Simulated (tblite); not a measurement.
Species: C₅H₅BBrCl₃.
Numbering: `[Cl:1][C:2]([Cl:3])([Cl:4])[CH2:5][CH2:6][C:7]#[C:8][BH:9][Br:10]` (hydrogens: H11, H12 on C5; H13, H14 on C6; H15 on B9)

Computed with GFN2-xTB (tblite), gas phase: L-BFGS steps from a force-field or distance-geometry start until the largest atomic force falls under 0.01 eV/Å.

Step 0: E = -876.1964 eV
```
atom  x, y, z in Å  |  force x, y, z in eV/Å
Cl1    -3.0871    0.5913    1.5695    0.021  -0.084  -0.126
C2     -2.5965    0.4332   -0.1439    0.713  -0.080   0.157
Cl3    -3.2913    1.7808   -1.0448   -0.108   0.184  -0.111
Cl4    -3.2599   -1.0805   -0.8065    0.069   0.022   0.098
C5     -1.0605    0.4743   -0.2661   -0.025   0.277  -0.655
C6     -0.3435   -0.6538    0.4762    0.628  -0.179   0.510
C7      1.1132   -0.5349    0.2931   -0.853  -0.066   0.123
C8      2.3106   -0.4372    0.1506    1.078   0.152  -0.306
B9      3.8249   -0.3198   -0.0462   -0.710   0.994  -0.381
Br10    4.5575    1.1647   -1.1603   -0.631  -1.287   0.912
H11    -0.8000    0.4150   -1.3551   -0.249   0.069   0.767
H12    -0.6998    1.4526    0.1111   -0.259  -0.437  -0.159
H13    -0.5635   -0.5987    1.5753    0.140  -0.108  -0.837
H14    -0.6557   -1.6446    0.0930    0.072   0.430   0.214
H15     4.5471   -1.0343    0.5323    0.113   0.113  -0.206
```

Step 1: E = -876.2702 eV
```
atom  x, y, z in Å  |  force x, y, z in eV/Å
Cl1    -3.0868    0.5901    1.5677    0.064  -0.079  -0.128
C2     -2.5863    0.4321   -0.1416    0.413  -0.034   0.067
Cl3    -3.2928    1.7834   -1.0464   -0.062   0.112  -0.061
Cl4    -3.2589   -1.0802   -0.8051    0.098   0.038   0.102
C5     -1.0609    0.4782   -0.2754    0.056  -0.076   0.038
C6     -0.3345   -0.6564    0.4834    0.084   0.076  -0.058
C7      1.1010   -0.5359    0.2949    2.257   0.170  -0.226
C8      2.3260   -0.4350    0.1462   -2.051  -0.075   0.078
B9      3.8147   -0.3056   -0.0516   -0.055   0.563  -0.128
Br10    4.5485    1.1463   -1.1472   -0.524  -1.012   0.714
H11    -0.8035    0.4160   -1.3441   -0.120   0.034   0.265
H12    -0.7035    1.4464    0.1088   -0.172  -0.228  -0.115
H13    -0.5615   -0.6002    1.5633    0.055  -0.066  -0.387
H14    -0.6546   -1.6385    0.0960    0.047   0.285   0.176
H15     4.5487   -1.0327    0.5293   -0.090   0.291  -0.334
```

Step 2: E = -876.3499 eV
```
atom  x, y, z in Å  |  force x, y, z in eV/Å
Cl1    -3.0855    0.5875    1.5636    0.121  -0.065  -0.118
C2     -2.5680    0.4302   -0.1379   -0.128   0.013  -0.050
Cl3    -3.2956    1.7882   -1.0492    0.032  -0.015   0.025
Cl4    -3.2563   -1.0793   -0.8019    0.140   0.064   0.100
C5     -1.0605    0.4820   -0.2863    0.211  -0.528   1.009
C6     -0.3224   -0.6584    0.4915    0.162   0.419  -0.936
C7      1.1186   -0.5346    0.2938   -0.491  -0.055   0.130
C8      2.3153   -0.4334    0.1420    0.294   0.155  -0.193
B9      3.8016   -0.2802   -0.0601    0.177  -0.223   0.365
Br10    4.5300    1.1094   -1.1211   -0.275  -0.403   0.270
H11    -0.8096    0.4177   -1.3270    0.100  -0.034  -0.585
H12    -0.7104    1.4355    0.1044   -0.008   0.146  -0.004
H13    -0.5583   -0.6031    1.5432   -0.037   0.026   0.350
H14    -0.6527   -1.6269    0.1023    0.052   0.040   0.066
H15     4.5494   -1.0266    0.5209   -0.350   0.459  -0.430
```

Step 3: E = -876.3852 eV
```
atom  x, y, z in Å  |  force x, y, z in eV/Å
Cl1    -3.0837    0.5863    1.5615    0.090  -0.054  -0.065
C2     -2.5668    0.4301   -0.1380   -0.117  -0.012  -0.003
Cl3    -3.2956    1.7888   -1.0493    0.068  -0.032   0.032
Cl4    -3.2542   -1.0783   -0.8002    0.126   0.037   0.077
C5     -1.0578    0.4758   -0.2751    0.170  -0.220   0.205
C6     -0.3188   -0.6534    0.4809   -0.022   0.176  -0.233
C7      1.1171   -0.5349    0.2950   -0.043   0.007   0.014
C8      2.3155   -0.4314    0.1391    0.019   0.112  -0.119
B9      3.8020   -0.2791   -0.0568    0.001  -0.236   0.340
Br10    4.5237    1.0987   -1.1137   -0.182  -0.217   0.135
H11    -0.8092    0.4175   -1.3318    0.008  -0.006  -0.167
H12    -0.7116    1.4357    0.1037    0.007   0.132   0.035
H13    -0.5583   -0.6032    1.5445    0.053   0.007   0.040
H14    -0.6518   -1.6247    0.1041    0.049   0.003   0.007
H15     4.5450   -1.0198    0.5142   -0.227   0.304  -0.297
```

**Question.** Estimate the geometry and energy of step 4. (The exact step hangs on the optimiser's Hessian estimate; all steps are aligned on step 3, rigid shifts and turns removed.)

**Answer.** E = -876.3988 eV, largest force 0.296 eV/Å
```
atom  x, y, z in Å  |  force x, y, z in eV/Å
Cl1    -3.0811    0.5844    1.5590    0.064  -0.039   0.002
C2     -2.5665    0.4295   -0.1375   -0.021  -0.023   0.002
Cl3    -3.2944    1.7889   -1.0490    0.085  -0.035   0.030
Cl4    -3.2504   -1.0771   -0.7976    0.095  -0.013   0.044
C5     -1.0532    0.4702   -0.2701    0.010   0.130  -0.144
C6     -0.3166   -0.6488    0.4748   -0.027  -0.054   0.086
C7      1.1177   -0.5347    0.2955    0.032   0.031  -0.030
C8      2.3151   -0.4281    0.1351   -0.085   0.061  -0.046
B9      3.8000   -0.2805   -0.0495   -0.161  -0.137   0.207
Br10    4.5154    1.0859   -1.1051   -0.084  -0.020  -0.006
H11    -0.8099    0.4176   -1.3339   -0.009  -0.005  -0.021
H12    -0.7127    1.4371    0.1037    0.006   0.056   0.024
H13    -0.5565   -0.6035    1.5426    0.080   0.016  -0.035
H14    -0.6501   -1.6224    0.1055    0.050  -0.018  -0.029
H15     4.5390   -1.0105    0.5047   -0.033   0.051  -0.084
```

The energy changes by -0.0136 eV. The first-order estimate −F·Δx gives -0.0232 eV and the mean of the old and new forces, exact on a quadratic surface, -0.0135 eV. The step makes an angle of 28° with the force vector and moves no atom by more than 0.018 Å.

The cost below is that of the whole relaxation. The run took 0.4 s on one thread, Arm Neoverse V1 (aarch64), shared host with 32 logical CPUs at a one-minute load of 26.
